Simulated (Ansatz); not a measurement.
Relaxation of F$_{4}$H$_{4}$O$_{2}$W (11 atoms, charge 0, multiplicity 1), to a largest force component of 0.03 eV/Å in at most 50 steps.

Method: Ansatz 0.2.0, RKS LDA/def2-SVP.

```xyz
11
Properties=species:S:1:pos:R:3
W -0.234 -0.152 -0.045
O -0.308 0.164 1.835
H -0.555 1.017 2.241
F 1.560 0.328 -0.224
F -0.639 1.664 -0.165
F -2.048 -0.546 -0.133
O 0.231 -1.901 0.221
H 0.575 -2.770 0.490
F -0.288 -0.183 -1.905
H 1.872 1.054 1.598
H 1.644 1.111 2.288
```

**Question.** Where does it end, and by what steps?

**Answer.** The run converged. The force dipped under the threshold on the way, but the program's further checks kept it going. After 25 steps the energy has fallen by 0.281 eV; H3 moved furthest, 0.87 Å.

```
step  energy less start (eV)  largest force component (eV/Å)  accepted
   0                  0.0000                           1.993       yes
   1                 -0.1663                           0.241       yes
   2                 -0.1870                           0.129       yes
   3                 -0.1958                           0.306       yes
   4                 -0.1982                           0.350       yes
   5                 -0.2051                           0.257       yes
   6                 -0.2094                           0.075       yes
   7                 -0.2112                           0.037       yes
   8                 -0.2118                           0.286       yes
   9                 -0.2128                           0.114       yes
  10                 -0.2136                           0.045       yes
  11                 -0.2148                           0.249       yes
  12                 -0.2155                           0.197       yes
  13                 -0.2174                           0.126       yes
  14                 -0.2212                           0.412       yes
  15                 -0.2274                           0.392       yes
  16                 -0.2379                           0.598       yes
  17                 -0.2513                           0.329       yes
  18                 -0.2456                           1.483        no
  19                 -0.2672                           0.197       yes
  20                 -0.2764                           0.102       yes
  21                 -0.2781                           0.181       yes
  22                 -0.2800                           0.142       yes
  23                 -0.2807                           0.024       yes
  24                 -0.2794                           0.070        no
  25                 -0.2813                           0.026       yes
```

```xyz
11
Properties=species:S:1:pos:R:3
W -0.382 -0.176 -0.024
O -0.413 0.346 1.747
H 0.282 0.793 2.289
F 1.399 0.430 0.026
F -0.867 1.484 -0.707
F -2.186 -0.590 -0.068
O 0.065 -1.945 0.332
H 0.250 -2.739 -0.206
F -0.026 -0.602 -1.810
H 1.871 1.269 1.938
H 1.817 1.517 2.685
```

Whether the end is a true minimum wasn't checked by a vibrational analysis.

The run took 28 s on 4 threads of Arm Neoverse V2, with other jobs on the host, peak memory 0.19 GiB.
